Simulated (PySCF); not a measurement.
Excitation energy of Sb by level of theory

Sb [Kr] 4d10 5s2 5p3 (4S) → Sb [Kr] 4d10 5s2 5p2 6s1, s spin flipped, as a difference of total energies. Calculation: PySCF 2.14, in aug-cc-pwCVDZ-PP with ECP28MDF; a scalar-relativistic core potential. Correlated levels: valence: 4s2 4p6 4d10 frozen; valence and next inner shell: nothing frozen outside the core potential. The calculations carry no spin-orbit coupling.

| method | excitation energy (eV) |
| --- | --- |
| UHF | 6.088 |
| LDA | 5.934 |
| PBE | 5.868 |
| PBE0 | 6.020 |
| r2SCAN | 6.063 |
| BLYP | 5.653 |
| HSE06 | 5.995 |
| M06-L | 5.608 |
| PBEsol | 5.914 |
| MP2 (valence) | 6.145 |
| SCS-MP2 (valence) | 6.038 |
| MP2 (valence and next inner shell) | 6.155 |
| SCS-MP2 (valence and next inner shell) | 6.028 |

How much does correlation contribute at MP2 (valence and next inner shell)?

6.155 − (6.088) = 0.067 eV, measured against UHF.

The upper determinant mixes two multiplicities, so it lies between the two terms.

The promoted electron is Rydberg-like, and one or two diffuse shells describe it only roughly, which tends to raise the upper state.
